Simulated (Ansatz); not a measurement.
Born–Oppenheimer molecular dynamics of BH6NOSi (10 atoms, charge 0, multiplicity 1). It starts from a relaxed structure.

Theory: RKS PBE-D4/STO-3G in Ansatz 0.2.0.

| Property | Result |
| --- | --- |
| ensemble | NVT, Nosé–Hoover chain |
| time step | 0.5 fs |
| steps asked | 400 |
| set temperature | 1000 K |
| thermostat | time constant 100 fs, chain length 3 (defaults) |
| seed | 996868 |

First frame:

```xyz
10
Properties=species:S:1:pos:R:3
N -0.358 1.485 -0.669
B 0.383 0.321 -0.350
O 1.664 0.277 -0.910
Si -0.431 -1.071 0.796
H 0.010 2.257 -1.271
H -1.323 1.677 -0.325
H 2.096 -0.602 -0.605
H -0.988 -2.169 0.016
H -1.514 -0.553 1.621
H 0.544 -1.672 1.698
```

Task: How far do the bonds stretch over the last three quarters of this one trajectory? (Pairs bonded in most of those frames.)

Result: 
```json
{"bond": "N1–B2", "mean (Å)": "1.421", "spread (Å)": "0.027", "shortest": "1.36", "longest": "1.47"}
{"bond": "N1–H5", "mean (Å)": "1.048", "spread (Å)": "0.009", "shortest": "1.03", "longest": "1.07"}
{"bond": "N1–H6", "mean (Å)": "1.045", "spread (Å)": "0.010", "shortest": "1.02", "longest": "1.07"}
{"bond": "B2–O3", "mean (Å)": "1.402", "spread (Å)": "0.030", "shortest": "1.35", "longest": "1.47"}
{"bond": "B2–Si4", "mean (Å)": "1.982", "spread (Å)": "0.027", "shortest": "1.93", "longest": "2.03"}
{"bond": "O3–H7", "mean (Å)": "1.028", "spread (Å)": "0.023", "shortest": "0.99", "longest": "1.07"}
{"bond": "Si4–H8", "mean (Å)": "1.475", "spread (Å)": "0.029", "shortest": "1.42", "longest": "1.54"}
{"bond": "Si4–H9", "mean (Å)": "1.478", "spread (Å)": "0.070", "shortest": "1.37", "longest": "1.59"}
{"bond": "Si4–H10", "mean (Å)": "1.476", "spread (Å)": "0.044", "shortest": "1.39", "longest": "1.58"}
```

Mean temperature of the second half: 1077 K. The conserved energy stayed within 0.39 meV per atom of its start (net change 0.12 meV per atom), so the integration is sound. A run of 0.2 ps of so small a system gives no equilibrium averages. Limits of this set-up: minimal basis.

Time of the run: 6 min on 1 thread of Arm Neoverse V2, with other jobs on the host, peak memory 0.19 GiB.
